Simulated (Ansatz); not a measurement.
The same path of CH$_{7}$BN$_{2}$O (12 atoms, charge 0, multiplicity 1) was run twice with different band settings. The coordinate that changes most is the dihedral B2–C4–O5–H12.

All numbers below come from RKS PBE0/6-31G* (Ansatz).

Relaxed end points:

```xyz
12
Properties=species:S:1:pos:R:3
N -0.905 0.930 0.735
B -0.016 -0.120 0.407
N 0.263 -1.203 1.276
C 0.671 -0.036 -1.033
O 0.044 0.912 -1.901
H -1.358 1.058 1.625
H -0.941 1.735 0.127
H -0.101 -1.287 2.212
H 0.853 -1.973 1.007
H 1.707 0.311 -0.928
H 0.741 -1.024 -1.522
H -0.881 0.642 -1.972
```

```xyz
12
Properties=species:S:1:pos:R:3
N -1.088 0.779 0.656
B -0.076 -0.168 0.381
N 0.468 -1.034 1.362
C 0.454 -0.215 -1.126
O 0.074 0.932 -1.892
H -1.571 0.882 1.534
H -1.522 1.258 -0.119
H 0.145 -1.082 2.315
H 1.231 -1.660 1.166
H 1.545 -0.375 -1.181
H 0.007 -1.071 -1.649
H 0.410 1.700 -1.412
```

Common settings: movable images 7; climbing image yes; spring 5.0 eV/Å²; start path through a guess of the saddle point; force threshold 0.05 eV/Å; end points relaxed.

| run | optimiser | iteration limit |
| --- | --- | --- |
| 1 | quadratic models (default) | 18 |
| 2 | lbfgs | 17 |

(1) What does each run give, and how far can it be trusted?

Answers

(1) Run 1: converged after 16 iterations, highest image 0.173 eV above the first end. A vibrational analysis at the climbing image gives one clearly imaginary mode, 353i cm⁻¹: a first-order saddle point.
Run 2: not converged after 17 iterations, highest image 0.890 eV above the first end. The band didn't meet its force threshold, so its energies are provisional: the largest band force was still 0.30 eV/Å, and over the last iterations the top moved between 0.89 and 0.91 eV.
